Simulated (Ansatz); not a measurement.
Reaction (ligand exchange at a B–O bond): `C[SiH2]OB[SiH3]` + `[SiH3]S` → `[SiH3]BS[SiH3]` + `C[SiH2]O`

Gas-phase electronic energies from Ansatz, PBE0-D4/def2-TZVP geometries. CCSD(T)/CBS adds triple-zeta CCSD(T) − MP2 to the extrapolated MP2 energy (def2 sets, frozen cores). This one scheme is used for every species. DFT in def2-TZVPP. One conformer a species, not always the lowest.

`C[SiH2]OB[SiH3]`:

Z-matrix (Å, degrees):
```
C
Si 1 1.857
H 1 1.094 2 109.3
H 1 1.092 2 111.6 3 -119.4
H 1 1.092 2 111.6 3 119.4
O 2 1.667 1 112.4 3 -180.0
H 2 1.484 1 111.1 3 61.1
H 2 1.484 1 111.2 3 -61.0
B 6 1.344 2 134.3 1 -0.4
Si 9 2.032 6 120.6 2 -180.0
H 9 1.210 6 119.2 2 0.1
H 10 1.492 9 109.7 6 121.6
H 10 1.492 9 109.7 6 -121.4
H 10 1.489 9 113.8 6 0.1
```

`[SiH3]S`:

Cartesian coordinates in Å:
```
Si -0.342 -0.010 0.402
S 0.377 -0.384 -1.575
H 0.513 -0.662 1.427
H -1.702 -0.598 0.430
H -0.412 1.444 0.692
H 1.565 0.210 -1.376
```

`[SiH3]BS[SiH3]`:

Z-matrix (Å, degrees):
```
Si
B 1 2.010
H 1 1.491 2 109.7
H 1 1.491 2 109.6 3 117.7
H 1 1.488 2 112.9 3 -121.1
S 2 1.774 1 119.7 3 121.5
H 2 1.198 1 120.9 3 -58.5
Si 6 2.159 2 99.8 1 -180.0
H 8 1.484 6 107.4 2 179.9
H 8 1.482 6 109.5 2 60.4
H 8 1.482 6 109.5 2 -60.5
```

`C[SiH2]O`:

```xyz
9

C    -0.586   -0.830   -0.587
Si    0.429    0.628   -0.026
O     0.152    1.026    1.552
H    -0.406   -1.031   -1.647
H    -1.653   -0.638   -0.453
H    -0.328   -1.735   -0.029
H     0.067    1.843   -0.797
H     1.874    0.322   -0.239
H     0.450    0.414    2.225
```

CCSD(T)/CBS gives +34.8 kJ/mol.

Problem. Another level gave +37.2 kJ/mol. Which?
A. CCSD(T)/def2-TZVPP
B. r2SCAN-D4/def2-TZVPP
C. HF/def2-TZVPP
D. BLYP/def2-TZVPP

Solution. A. CCSD(T)/def2-TZVPP 37.2, r2SCAN-D4 33.2, BLYP 42.5, HF/def2-TZVPP 55.7 kJ/mol.

Largest T1 diagnostic among the species: 0.015.

From BLYP to BHLYP (50 % exact exchange), in def2-TZVPP and without D4, ΔE moves by +5.5 kJ/mol. Leaving LDA and LC-ωPBE aside and taking each functional with its dispersion term where it has one, the values, not all of them listed here, spread over 20.6 kJ/mol, from revPBE-D4 to CAM-B3LYP-D4. In def2-TZVPP, CCSD(T) changes the Hartree–Fock value by −18.5 kJ/mol (the triples alone add −4.0 kJ/mol) and MP2 by −24.3 kJ/mol.
